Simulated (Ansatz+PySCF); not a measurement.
triplet NiCl2: levels of theory in one basis

```xyz
3

Ni    0.0000    0.0000    0.0000
Cl    0.0000    0.0000    2.1382
Cl    0.0000    0.0000   -2.1382
```

Basis set: def2-SVP (spherical functions). Frozen core: 15 orbitals. Correlation on ROHF uses semicanonical orbitals with singles. Charge 0, multiplicity 3.

Computed with Ansatz (development build ahead of 0.2.0); each method stands on the lowest determinant of its kind that the runs found.

```
  method  E − E(ROHF) (eV)  <S²> of the determinant
    ROHF              0.00                     2.00
     UHF             -0.16                     2.01
ROHF-MP2            -15.37                        –
```

Task: What does UHF-MP2 give on the same scale?

Result: -15.30 eV.

Task: Is a single determinant a sound starting point here?

Result: By this sign, yes. Unrestricted orbitals gain 0.16 eV and <S²> is 2.01 against 2.00 for a pure state.

Caution: other spin multiplicities were not run.
